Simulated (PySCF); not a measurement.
Working out the ionisation energy of Al(2+)

Al(2+) [Ne] 3s1 (2S) → Al(3+) [Ne] (1S). All numbers are calculated (PySCF 2.14, the spin-free X2C one-electron Hamiltonian (Gaussian nucleus), in aug-cc-pCVTZ-DK with one added diffuse shell each of s, p, d, f type (9s8p6d4f, 91 functions)). Frozen: 1s2. Energies in hartree (1 hartree = 27.21139 eV):

```csv
part,Al(2+) (lower),Al(3+) (upper)
UHF,-241.464210,-240.431983
CCSD correlation,-0.279960,-0.269979
(T),-0.002005,-0.001766
```

Question: What does Hartree-Fock give?

Answer: (-240.431983) − (-241.464210) = 1.032227 hartree = 28.088 eV.

Question: What do CCSD and CCSD(T) give?

Answer: The CCSD correlation energies differ by 0.009981 hartree = 0.272 eV and the triples by 0.000239 hartree = 0.007 eV, so CCSD gives 28.360 eV and CCSD(T) 28.367 eV.

Measured between the centres of the two terms (NIST): 28.448 eV, so CCSD(T) (valence and next inner shell) is off by -0.081 eV.

What remains against the reference includes basis incompleteness, the frozen core and higher excitations.
